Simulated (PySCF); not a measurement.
# Rubidium: a sound run and one with changed settings

Sound run: Rb [Kr] 5s1, Rb⁺ [Kr]. Calculation: PySCF 2.14, in x2c-SVPall (6s4p5d1f, 50 functions); scalar relativity by spin-free X2C-1e. The sound run starts from symmetry-adapted Hartree-Fock orbitals and uses a fine grid where one is needed.

Changed run: initial guess minao, at most 50 SCF cycles, level shift 10.0 hartree.

| species | method | sound run (hartree) | changed run (hartree) | converged |
| --- | --- | --- | --- | --- |
| Rb | UHF | -2978.83157 | -2978.83157 | no |
| Rb | PBE0 | -2980.38657 | -2980.38643 | no |
| Rb | M06-L | -2980.56899 | -2980.56865 | no |
| Rb⁺ | UHF | -2978.69172 | -2978.69172 | no |
| Rb⁺ | PBE0 | -2980.23127 | -2980.23127 | no |
| Rb⁺ | M06-L | -2980.43884 | -2980.43884 | no |

A level shift slows the SCF but leaves a converged energy unchanged.
